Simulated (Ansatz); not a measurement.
```yaml
crystal:
  periodic: [false, false, false]
  atoms:
    - {symbol: Br, position_ang: [0.138631, 0.173594, 0.432490]}
    - {symbol: In, position_ang: [0.138631, 0.123594, 0.132490]}
    - {symbol: Br, position_ang: [0.562940, -2.075379, -0.151376]}
    - {symbol: H, position_ang: [0.989197, 1.052085, 1.057176]}
basis:
  gaussian: {orbitals: def2-mTZVP}
hamiltonian: {xc: {name: wB97X-V}}
accuracy: high
output: {forces: true}
```

```sh
$ ansatz run in.yaml --threads 4 --pin off --events-out ev --progress --plain --max-ram 10444MiB
```

It prints (some lines left out):

```
Functional definition: wB97X-V
1900 factors; integrals over basis functions are off by at most 4.5e-9 eV
324 factors; integrals over basis functions are off by at most 1.7e-9 eV
mean field evaluation 1: about -135177.0862 eV, gradient 1.1e2 eV
mean field evaluation 2: about -135182.7846 eV, gradient 3.4e1 eV
mean field evaluation 4: about -135184.6552 eV, gradient 4.8e0 eV
mean field evaluation 8: about -135185.8069 eV, gradient 3.4e-1 eV
mean field evaluation 16: about -135185.8083 eV, gradient 3.3e-3 eV
mean field evaluation 32: about -135185.8083 eV, gradient 1.7e-7 eV
mean field -135185.80831043 eV, -4967.9868231763 hartree, gradient 1.5e-8 eV, S^2 0.000000; 0 other end points of the search recorded, 0 dependent functions left out
reference -135185.80831026 eV, -4967.9868231702 hartree; 46, 46 occupied and 65, 65 virtual orbitals, 1900 factors
Total energy: -135185.80831026 eV, -4967.9868231702 hartree
Atom 0 at     0.138631     0.173594     0.432490 Å, force     1.391796 12115.097084 72650.402774 eV/Å
Atom 1 at     0.138631     0.123594     0.132490 Å, force    -6.116709 -12108.059358 -72652.287210 eV/Å
Atom 2 at     0.562940    -2.075379    -0.151376 Å, force     2.121830    -8.930605    -1.453164 eV/Å
Atom 3 at     0.989197     1.052085     1.057176 Å, force     2.603083     1.892879     3.337600 eV/Å
Dipole moment:    -0.053975     0.464884     0.097358 e Å
```

What is wrong with this run?

One atom was put on top of another. The run converged. The result belongs to that input, not to the molecule as meant.
